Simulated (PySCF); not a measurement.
Compound: AsP3SeOO nortricyclane, AsO2P3Se.
Geometry (PBE0-D3(BJ)/def2-SVP, Å), atoms numbered from 1 in this order:
```
atom  x, y, z in Å
As1   -1.6227   -0.3778   -0.0920
Se2   -0.3778   -0.0576   -2.1037
P3     1.5214    0.3390   -0.9875
P4     0.6981    1.2939    0.8885
O5    -0.9437    1.0878    0.7149
P6     1.1948   -0.9395    0.8488
O7    -0.3782   -1.4477    0.6625
```

The calculation used PBE0-D3(BJ)/def2-SVP geometry optimisation, gas phase (PySCF 2.14.0).

Masses are those of the commonest isotopes; rigid-rotor values at the optimised geometry. The values belong to one conformer.

**Question.** Give the principal moments of inertia and the rotational constants in MHz.

**Answer.** Ia = 466.06, Ib = 540.53, Ic = 736.42 u·Å²; 505379 MHz·u·Å²/I gives A = 1084, B = 935.0, C = 686.3 MHz.

**Question.** Classify the top.

**Answer.** An asymmetric top: κ = (2 × 935.0 − 1084 − 686.3)/(1084 − 686.3) = 0.25.

**Question.** What does the inertial defect say?

**Answer.** Not planar: Δ = Ic − Ia − Ib = -270.17 u·Å². For a rigid frame Δ = −2 Σ m c², so Σ m c² = 135.08 u·Å² lies off the ab plane. The atom farthest from that plane is 1.30 Å away.

**Question.** Give the other two planar moments, Paa and Pbb, and the rms extents of the mass along the axes.

**Answer.** Paa = Σ m a² = (Ib + Ic − Ia)/2 = 405.44 and Pbb = Σ m b² = (Ia + Ic − Ib)/2 = 330.98 u·Å². With the mass M = 279.75 u, the rms extents √(P/M) along a, b and c are 1.20, 1.09, 0.69 Å.

**Question.** Which lines would a microwave search look for?

**Answer.** The dipole components are |μa| = 0.60 D, |μb| = 0.66 D, |μc| = 0.00 D; the mirror of this Cs structure is the ab plane, so μc vanishes by symmetry and there are no c-type lines. The squared components, which scale the intensities, stand as 0.82 : 1.00 (a : b). Some lines, for components of 0.1 D or more:

| type | branch | J(Ka,Kc) | MHz | lower level (cm⁻¹) |
| --- | --- | --- | --- | --- |
| b | Q | 4(3,1) ← 4(2,2) | 908 | 0.613 |
| b | Q | 4(2,2) ← 4(1,3) | 1281 | 0.571 |
| a | R | 1(0,1) ← 0(0,0) | 1621 | 0.000 |
| b | R | 1(1,1) ← 0(0,0) | 1771 | 0.000 |
| a | Q | 5(2,3) ← 5(2,4) | 1974 | 0.833 |
| a | Q | 4(1,3) ← 4(1,4) | 2129 | 0.500 |
| b | Q | 4(2,3) ← 4(1,4) | 2201 | 0.500 |
| a | R | 2(1,1) ← 1(1,0) | 3491 | 0.067 |
| b | R | 4(2,2) ← 3(3,1) | 6121 | 0.409 |
| b | R | 4(1,3) ← 3(2,2) | 6286 | 0.361 |
| b | R | 4(3,2) ← 3(2,1) | 7557 | 0.380 |
| b | R | 5(2,3) ← 4(3,2) | 8001 | 0.632 |
| a | R | 5(4,2) ← 4(4,1) | 8427 | 0.691 |
| b | R | 5(2,3) ← 4(1,4) | 11962 | 0.500 |

**Question.** Estimate the classical rotational partition function at 10 K, 25 K and 298.15 K.

**Answer.** Point group Cs, symmetry number σ = 1; q = (√π/σ)·√((kT/h)³/(ABC)), k/h = 20836.6 MHz/K: 6390 at 10 K, 25300 at 25 K, 1040000 at 298.15 K.

No frequency check. Zero-point vibration and centrifugal distortion are left out. Quadrupole hyperfine structure (75As) is left out.
